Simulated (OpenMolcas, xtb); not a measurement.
# SiHF3 (SMILES [H][Si](F)(F)F): the dipole moment, rung by rung

SiHF3: 5 atoms, total charge 0, spin state singlet. SMILES: `[H][Si](F)(F)F`. The shape is that of a GFN2-xTB optimisation.

Quantity: the dipole moment, in D. The values are calculated.

| level | kind | program | value (D) | CPU time |
| --- | --- | --- | --- | --- |
| GFN2-xTB | semi-empirical | xtb | 2.24 | under 2 s |
| GFN0-xTB | semi-empirical | xtb | 2.05 | under 2 s |
| GFN1-xTB | semi-empirical | xtb | 2.06 | under 2 s |
| HF/STO-3G | Hartree–Fock | OpenMolcas | 1.61 | 1.5 s |
| HF/3-21G | Hartree–Fock | OpenMolcas | 2.70 | 1.6 s |
| HF/def2-SVP | Hartree–Fock | OpenMolcas | 2.26 | 2.7 s |
| SVWN5/6-311G** | LDA | OpenMolcas | 1.95 | 8.8 s |
| B3LYP/6-31G* (spherical functions) | global hybrid | OpenMolcas | 1.81 | 8.4 s |
| PBE0/def2-SVP | global hybrid | OpenMolcas | 1.89 | 8 s |
| TPSSh/pcseg-1 | hybrid meta-GGA | OpenMolcas | 2.01 | 10 s |

The values span 1.61 to 2.70 D. Sets without polarisation functions give poor dipoles. Without the sets that lack polarisation functions the rows with a basis span only 1.81 to 2.26 D. CPU times are rough (shared hosts, several kinds of processor): they show what a rung costs within a factor of a few.
